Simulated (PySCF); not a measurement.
B2H7NO2: core ionisation energies

B₂H₇NO₂.
Cartesian coordinates in Å at the PBE0-D3(BJ)/def2-SVP level; atoms count from 1:
```
atom  x, y, z in Å
N1    -1.3399    0.0887    0.5453
B2    -0.2402   -0.3172   -0.5907
B3     1.2399   -0.3541    0.2636
O4     1.2203    0.1220    1.5643
O5     2.4727   -0.7629   -0.1785
H6    -0.9203    0.7904    1.1612
H7    -2.2157    0.4467    0.1657
H8    -1.5523   -0.7162    1.1347
H9    -0.2717    0.5825   -1.4285
H10   -0.6148   -1.3785   -1.0833
H11    2.1018    0.0993    1.9585
H12    2.4212   -1.0815   -1.0839
```

Computed, not measured: delta-SCF UKS SCAN, pcX-2 on the ionised atom, pcseg-1 elsewhere, spin-free X2C (PySCF). These are vertical core ionisation energies against the vacuum level, from separate self-consistent calculations with and without the core hole.

**Question.** Give the core binding energies atom by atom.

**Answer.** 
```tsv
atom(s)	environment	level	binding energy (eV)	above the level's lowest (eV)	count
B2	four-coordinate boron	B 1s	193.50	0.00	1
B3	three-coordinate boron	B 1s	195.88	+2.38	1
N1	nitrogen bonded to B and 3 H	N 1s	407.77	0.00	1
O4	boron-bound oxygen	O 1s	538.43	0.00	1
```

The listed B 1s values span 2.38 eV, from B2 (bonded to N, 2 H and B) to B3 (bonded to 2 O and B). Summing the Pauling electronegativity differences to the bonded atoms, each weighted by its formal bond order, gives +1.32 for the lowest site and +2.80 for the highest.

**Question.** Which photon energy gives electrons from O 1s of O4 a kinetic energy of 150 eV, and what is their de Broglie wavelength?

**Answer.** hν = 538.43 + 150 = 688.43 eV, recoil neglected; λ = 12.264 Å/√(E/eV) = 1.00 Å.

**Question.** Give the binding energy of O 1s of O4 in hartree and in kJ/mol.

**Answer.** 538.43 eV = 19.7869 Eh = 51951 kJ/mol.

The list is incomplete; no value stands for O 1s of O5. One conformer (not necessarily the lowest) at the PBE0-D3(BJ)/def2-SVP geometry, without solvent, vibrations or thermal averaging.
